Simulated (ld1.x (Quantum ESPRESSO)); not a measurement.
**Which change was made? (Ge, TM)**

* Element: germanium (Ge)
* Generator: ld1.x (Quantum ESPRESSO) 7.5
* Type: norm-conserving Troullier–Martins (Kleinman–Bylander form)
* Functional: LDA (PZ)
* Relativity: scalar-relativistic
* Frozen core: [Ne] 3s2
* Valence charge: 20
* Reference configuration: 3p6 3d10 4s2 4p0.5 (charge +1.5)
* Partial waves: 4s (bound): rc 1.20 bohr; 3p (bound): rc 0.90 bohr; 3d (bound): rc 0.80 bohr
* Local potential: all-electron potential smoothed inside 0.95 bohr (lloc = -1)
* Core correction: none

Occupied shells without a wave of their own: 4p. They enter only through the test configuration that unscreens the potential.

Cutoffs, loose and tight: the cutoffs (Ry, on a coarse ladder) from which the occupation-weighted sum of valence levels, in a spherical-Bessel basis at the reference potential, stays within 10 and 1 mRy of its value at 400 Ry. They do not see the model core or the augmentation charge, which bear on the density cutoff. Test errors are all-electron minus pseudo excitation energies from the reference, over the configurations 3p6 3d10 4s2 4p2; 3p6 3d10 4s2 4p1; 3p6 3d10 4s2 4p0; 3p6 3d10 4s2 4p2.3; 3p6 3d10 4s1 4p0; 3p6 3d9 4s2 4p2; 3p6 3d10 4s0 4p4 (two spin-polarised tests are not counted in the largest error); variants that change the core or the reference have their own tests.

The base gives: outcome: generated; cutoff, loose: over 300 Ry; cutoff, tight: over 300 Ry; bound ghosts: s; largest test error (meV): -99.

**Question.** After one change the result is: outcome: failed: run_pseudo: Errors in PS-KS equation. Which change was it?
A. wave 3d (bound): rc 0.80 bohr becomes 3d (bound): rc 1.06 bohr
B. wave 3d (bound): rc 0.80 bohr becomes 3d (bound): rc 0.54 bohr
C. wave 3d (bound): rc 0.80 bohr becomes 3d (bound): rc 1.18 bohr

**Answer.** B. The others give: wave 3d (bound): rc 0.80 bohr becomes 3d (bound): rc 1.06 bohr → outcome: generated; cutoff, loose: 230 Ry; cutoff, tight: over 300 Ry; bound ghosts: s; largest test error (meV): -57 | wave 3d (bound): rc 0.80 bohr becomes 3d (bound): rc 1.18 bohr → outcome: generated; cutoff, loose: 230 Ry; cutoff, tight: over 300 Ry; bound ghosts: s; largest test error (meV): -21.
